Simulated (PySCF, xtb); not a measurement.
Mg(F)(Et) (C₂H₅FMg), SMILES C[CH2][Mg][F].

xtb 6.7.1 with GFN2-xTB at its own geometry gives an orbital gap of 2.78 eV and a dipole moment of 4.86 D.

The structure is a stationary point at B3LYP-D3(BJ)/def2-SVP. One conformer was computed; it need not be the lowest.

Question: What does PBE0/def2-TZVPD (PySCF) give? (Estimate from the structure and the level; the computed values follow.)

Answer: gap 5.89 eV (levels -6.94 and -1.06 eV), dipole 2.16 D.
